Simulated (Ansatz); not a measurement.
One change: `B[SiH2]C#N` becomes `N#C[SiH2][GaH2]`.

Ansatz, PBE0-D4/def2-TZVP geometries, multiplicity 1. 

Scalar relativity is left out up to krypton.

| property | `B[SiH2]C#N` |
| --- | --- |
| HOMO–LUMO gap (ωB97M-V/def2-TZVPP) / eV | 10.06 |
| HOMO energy (B3LYP/def2-TZVPP) / eV | -8.80 |
| HOMO energy (PBE/def2-TZVPP) / eV | -7.77 |
| zero-point energy (PBE0-D4/def2-TZVP) / kJ/mol | 117.8 |
| LUMO energy (B3LYP/def2-TZVPP) / eV | -3.31 |
| HOMO–LUMO gap (PBE/def2-TZVPP) / eV | 3.65 |

Problem. What does the change do to each property? (Best estimate.)

Solution. Ansatz gave: 
```json
{"property": "HOMO–LUMO gap (ωB97M-V/def2-TZVPP) / eV", "`N#C[SiH2][GaH2]`": "9.27", "shift": "-0.79"}
{"property": "HOMO energy (B3LYP/def2-TZVPP) / eV", "`N#C[SiH2][GaH2]`": "-7.98", "shift": "0.82"}
{"property": "HOMO energy (PBE/def2-TZVPP) / eV", "`N#C[SiH2][GaH2]`": "-7.09", "shift": "0.68"}
{"property": "zero-point energy (PBE0-D4/def2-TZVP) / kJ/mol", "`N#C[SiH2][GaH2]`": "100.9", "shift": "-16.9"}
{"property": "LUMO energy (B3LYP/def2-TZVPP) / eV", "`N#C[SiH2][GaH2]`": "-2.92", "shift": "0.39"}
{"property": "HOMO–LUMO gap (PBE/def2-TZVPP) / eV", "`N#C[SiH2][GaH2]`": "3.63", "shift": "-0.02"}
```

With PBE0 the HOMO rises by 0.83 eV and the LUMO rises by 0.44 eV, so the gap narrows by about 0.39 eV. PBE moves the HOMO by 0.68 eV and ωB97M-V by 0.99 eV.

B3LYP here is the variant with VWN-RPA as its local correlation; programs differ in this.
